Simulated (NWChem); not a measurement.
CdH2Se; SMILES [SeH][CdH]

```xyz
4

Cd     0.0094    -1.0094     0.0000
H      0.0139    -2.6791     0.0000
Se     0.0287     1.4595     0.0000
H     -1.4429     1.5075     0.0000
```
Atoms are numbered in this order, from 1.

All runs use the structure optimised with PBE0/def2-SVP. def2 effective core potentials on Cd; no spin-orbit coupling.

Symmetry labels are those of Cs in the frame above (b1 and b2, or b-type labels, depend on it).

List the 6 lowest vertical singlet excitations from Hartree-Fock/def2-SVP with def2 effective core potentials on Cd, TDHF (NWChem).


| state | energy (eV) | oscillator strength | symmetry | leading excitation (squared amplitude) |
|---|---|---|---|---|
| S1 | 5.68 | 0.043 | a" | HOMO → LUMO+2 (0.76) |
| S2 | 5.74 | 0.015 | a" | HOMO → LUMO (0.71) |
| S3 | 6.27 | 0.006 | a' | HOMO → LUMO+1 (0.84) |
| S4 | 6.45 | 0.002 | a" | HOMO → LUMO+3 (0.59) |
| S5 | 6.51 | 0.006 | a' | HOMO−1 → LUMO (0.88) |
| S6 | 6.80 | 0.001 | a" | HOMO−1 → LUMO+1 (0.96) |
